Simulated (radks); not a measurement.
All-electron atom: Ar7+ in [He] 2s2 2p5.75 3s1 4s0.25 (fractional occupations, a model configuration).

Method: scalar-relativistic Kohn-Sham, PBE, spin-polarised, spherical densities, finite nucleus; open shells are filled with parallel spins first; Fermi nuclear charge, rms radius 3.4274 fm; computed with a radial shooting solver on a logarithmic mesh with Libxc functionals.

Energy parts (hartree):
part                       energy
total                  -510.47621
kinetic                 513.44224
electron-nucleus      -1155.73407
Hartree                 158.50598
exchange-correlation    -26.69036

Orbitals (lengths in bohr, moments of r in powers of bohr; r(90%) holds 90 % of the orbital's charge):
\begin{tabular}{lrrrrr}
orbital & occ. & eigenvalue (hartree) & <r> & r(90%) & <r^4> \\ \hline
1s up & 1 & -120.6097 & 0.08569 & 0.153 & 0.0002515 \\
1s down & 1 & -120.5724 & 0.08568 & 0.153 & 0.0002514 \\
2s up & 1 & -16.37315 & 0.4080 & 0.635 & 0.06860 \\
2s down & 1 & -16.30916 & 0.4079 & 0.635 & 0.06832 \\
2p up & 3 & -13.96897 & 0.3685 & 0.608 & 0.05827 \\
2p down & 2.75 & -13.90133 & 0.3684 & 0.607 & 0.05798 \\
3s up & 1 & -5.12677 & 1.137 & 1.66 & 3.212 \\
3p up & 0 & -4.49096 & 1.168 & 1.73 & 3.790 \\
3d up & 0 & -3.60219 & 1.167 & 1.79 & 4.219 \\
4s up & 0.25 & -2.44809 & 2.280 & 3.22 & 47.20 \\
4f up & 0 & -1.78471 & 2.257 & 3.29 & 48.20 \\
5s up & 0 & -1.41996 & 3.791 & 5.26 & 346.9 \\
\end{tabular}

The highest occupied level is 4s up at -66.616 eV. The configuration is held as typed, so some empty levels lie below it. The spin density at the nucleus is 31.66 e/bohr^3 (1s -0.13, 2s 0.19, 3s 29.16, 4s 2.44). Summed over all electrons, <r^2> = 4.307 bohr^2, which gives a Langevin (diamagnetic) susceptibility term of -3.41 x 10^-6 cm^3/mol. The density falls to 0.001 e/bohr^3 at r = 2.86 bohr. The electron density at the nucleus is 4362 e/bohr^3 (large components only).
